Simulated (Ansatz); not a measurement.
The cluster Co₂Si, relaxed as a singlet with RKS B3LYP-D4/def2-TZVP in Ansatz, starting from the GFN1-xTB geometry. Force threshold 0.02 eV/Å.

The relaxation made no stability test and no search for a lower SCF solution. No other spin state of charge 0 was run. Another isomer (quintet) lies 4.94 eV lower at PBE0-D4/def2-TZVP; other spin states weren't run for this one.

Start:

Cartesian coordinates in Å:
```
Co -0.487 0.476 -2.057
Co 0.487 -0.470 2.058
Si 0.001 -0.006 -0.002
```

Q: Estimate the energy that the relaxation releases and the steps that it takes.

A: 21.1 kJ/mol, in 6 steps; 14 s on 4 threads of Arm Neoverse V2 on a shared host. The force fell under the threshold at step 5, but the optimiser went on. No frequencies were taken in this run, so the end may be a saddle point.

Q: Does the start keep its bonding?

A: By distances, no bond broke or formed. The bond that changes most is Co1–Si3, from 2.17 to 2.03 Å (atoms count from 1).

Q: Predict the relaxed structure.

A: 
Cartesian coordinates in Å:
```
Co -0.453 0.415 -1.935
Co 0.460 -0.472 1.920
Si -0.007 0.057 0.015
```
Bond lengths (bridged metal pairs left out): 2 × Co–Si 2.03 Å.
